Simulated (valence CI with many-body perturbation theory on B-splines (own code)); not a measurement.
# Level structure of Pb LI

Method: relativistic CI+MBPT: four valence electrons over a frozen Dirac-Fock core [Ar] 3d10, radial functions for each j: 11 s, 11 p, 9 d, 7 f, 5 g, 2 h, 1 i, with the one-electron correlation potential Σ1 (screened to all orders), the two-electron term Σ2, the three-electron term Σ3, Breit, model QED; selected single and double excitations, second order for the rest (own B-spline code, finite nucleus).

No measured spectrum was set against this ion. As an estimate, large intervals hold to a few tenths of a per cent, small ones and those within an open d or f shell to about a per cent.

Levels 46 to 69 of 69, with energies above the lowest level, (4s^2 4p1/2^2) J=0. "Leading %" is the weight of the configuration and term that name the level; weights of strongly mixed levels are sums over their largest components and can fall short. In the jj column 3d3/2^4 stands for four electrons in 3d with j = 3/2. Lifetimes count E1, E2, E3, M1 and M2 decay at the calculated energies, and are blank where another channel may lead or the interval is too uncertain; long ones can be off by a factor of two.

```csv
No.,Configuration,Term,J,E (eV),Leading %,Lifetime,Leading jj
46,4s4p²4d,³D,2,640.67,29,375 fs,4s 4p1/2 4p3/2 4d3/2 (92 %)
47,4s4p²4d,³D,1,642.89,38,529 fs,4s 4p1/2 4p3/2 4d3/2 (94 %)
48,4s4p²4d,³G,3,644.96,46,547 fs,4s 4p1/2 4p3/2 4d3/2 (92 %)
49,4s4p²4d,⁵D,4,647.22,48,133 ps,4s 4p1/2 4p3/2 4d5/2 (99 %)
50,4s4p²4d,³D,1,655.76,51,300 fs,4s 4p1/2 4p3/2 4d3/2 (84 %)
51,4s4p²4d,³G,5,658.93,58,49.3 ps,4s 4p1/2 4p3/2 4d5/2 (98 %)
52,4s4p²4d,³P,2,659.94,37,1.65 ps,4s 4p1/2 4p3/2 4d5/2 (94 %)
53,4s4p²4d,³P,0,660.81,76,303 fs,4s 4p1/2 4p3/2 4d3/2 (84 %)
54,4s4p²4d,³F,2,662.29,34,254 fs,4s 4p1/2 4p3/2 4d3/2 (84 %)
55,4s4p²4d,³F,3,666.74,41,1.58 ps,4s 4p1/2 4p3/2 4d5/2 (92 %)
56,4s4p²4d,³P,1,671.84,44,1.05 ps,4s 4p1/2 4p3/2 4d5/2 (78 %)
57,4s4p²4d,³D,3,672.20,58,1.06 ps,4s 4p1/2 4p3/2 4d5/2 (92 %)
58,4s4p²4d,¹D,2,674.51,37,1.36 ps,4s 4p1/2 4p3/2 4d5/2 (86 %)
59,4s4p²4d,¹G,4,674.56,45,2.22 ps,4s 4p1/2 4p3/2 4d5/2 (91 %)
60,4s4p²4d,³D,3,680.84,40,607 fs,4s 4p1/2 4p3/2 4d5/2 (94 %)
61,4s4p²4d,³F,4,682.12,49,817 fs,4s 4p1/2 4p3/2 4d5/2 (92 %)
62,4s4p²4d,³D,1,682.90,43,1.11 ps,4s 4p1/2 4p3/2 4d5/2 (94 %)
63,4s4p²4d,³P,1,689.80,31,865 fs,4s 4p1/2 4p3/2 4d5/2 (96 %)
64,4s4p²4d,³P,0,690.83,46,861 fs,4s 4p1/2 4p3/2 4d5/2 (88 %)
65,4s4p²4d,³D,2,691.14,44,681 fs,4s 4p1/2 4p3/2 4d5/2 (93 %)
66,4s4p²4d,¹F,3,692.80,42,567 fs,4s 4p1/2 4p3/2 4d5/2 (92 %)
67,4s4p²4d,³P,2,695.45,40,454 fs,4s 4p1/2 4p3/2 4d5/2 (91 %)
68,4s4p²4f,³F°,2,707.22,41,1.96 ps,4s 4p1/2^2 4f5/2 (98 %)
69,4s4p²4f,³F°,3,707.59,28,3.03 ps,4s 4p1/2^2 4f5/2 (94 %)
```
